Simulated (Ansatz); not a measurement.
`[NH2][In]([NH2])[OH]` + `N[Si]Cl` → `[NH2][In]([NH2])[NH2]` + `O[Si]Cl`  (redistribution)

Isolated molecules relaxed with PBE0-D4/def2-TZVP in Ansatz; ΔE leaves out vibrations. CBS: MP2 limit from def2 TZ/QZ plus the TZ coupled-cluster correction, frozen cores. This one scheme is used for every species. Functionals use def2-TZVPP. def2 core potentials past Kr. For In outer-core shells are correlated without core-valence functions, which leaves a few kJ/mol of doubt a bond. One conformer a species, not always the lowest.

(1) Is it downhill or uphill in electronic energy at CCSD(T)/CBS, and by how much? (Estimate.)

(2) What do these levels give: B97M-V, BHLYP-D4, PBE-QIDH, revPBE, BHLYP, CCSD(T)/def2-TZVPP? (Best estimate.)

(3) What do rigid-rotor, harmonic-oscillator terms from PBE0-D4/def2-TZVP frequencies (298.15 K, 1 bar) make of the CCSD(T)/CBS value? (An estimate is asked.)

Largest T1 diagnostic among the species: 0.015.

Answers

(1) The calculation gave: Downhill: ΔE = -8.5 kJ/mol.

(2) Computed: B97M-V -3.8, BHLYP-D4 -9.6, PBE-QIDH -8.5, revPBE -3.6, BHLYP -9.5, CCSD(T)/def2-TZVPP -10.4 kJ/mol.

(3) Computed: ΔZPE = -1.7 kJ/mol, ΔH = -9.7 kJ/mol, ΔS = 3 J/(mol·K), ΔG = -10.5 kJ/mol.

From BLYP to BHLYP (50 % exact exchange), in def2-TZVPP and without D4, ΔE moves by −4.0 kJ/mol. At CCSD(T), def2-SVP lies +9.4 kJ/mol from the extrapolated value and def2-TZVPP −1.9 kJ/mol. Leaving LDA and LC-ωPBE aside and taking each functional with its dispersion term where it has one, the values, not all of them listed here, spread over 8.6 kJ/mol, from ωB97M-V to revPBE-D4. LDA lies −3.7 kJ/mol from PBE without D4.
